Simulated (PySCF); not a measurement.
**Correlation energy of C⁺ (carbon, charge +1)**

[He] 2s2 2p1, 2P determinant. All numbers are calculated (PySCF 2.14, no relativity, point nucleus, in aug-cc-pVDZ (4s3p2d, 23 functions)). Frozen: 1s2; 3 electrons correlated.

MP2 pair energies summed by pair of shells (mhartree):

| pair | energy | share (%) |
| --- | --- | --- |
| 2s-2s | -25.78 | 61.9 |
| 2s-2p | -15.87 | 38.1 |

Total MP2 correlation energy: -41.65 mhartree.

Same-spin part -2.42 and opposite-spin part -39.23 mhartree; SCS-MP2 scales them by 1/3 and 6/5 to -47.89 mhartree.

| level | correlation energy (mhartree) |
| --- | --- |
| CCSD | -67.26 |
| (T) | -0.69 |
| CCSD(T) | -67.95 |

Diagnostics: T1 = 0.0091, D1 = 0.0176, largest double amplitude 0.134.

Problem. Is a single reference adequate?

Solution. Mostly. T1 lies below 0.03, but a double amplitude of this size points to a near-degeneracy that CCSD handles and MP2 describes poorly.
